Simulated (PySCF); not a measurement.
All numbers come from PBE0 in PySCF with Ti def2-TZVPD, O def2-TZVPD; no relativity; density-fitted integrals. Open shells, if any, are unrestricted.

Q: What shape and geometry does isolated doublet TiO₂⁻ take (every ligand bound to Ti)?

A: Formally Ti is in oxidation state +3, d1, with 1 unpaired electron. The Mulliken spin on Ti is 1.28. The polar-tensor charge on Ti, 0.81, is far below the formal one. The lowest minimum found is a doublet of C2v symmetry with Ti–O 1.661 Å (×2); O–Ti–O 113.0°. Its harmonic wavenumbers are 330 (a1), 935 (b2), 984 (a1) cm⁻¹ and its dipole moment is 1.10 D about the centre of mass.

Only a few start shapes were tried, so a lower isomer may exist. Other spin states or occupations of the open shell can lie lower. The lowest empty level of this anion is unbound, so it and the gap depend on the basis.
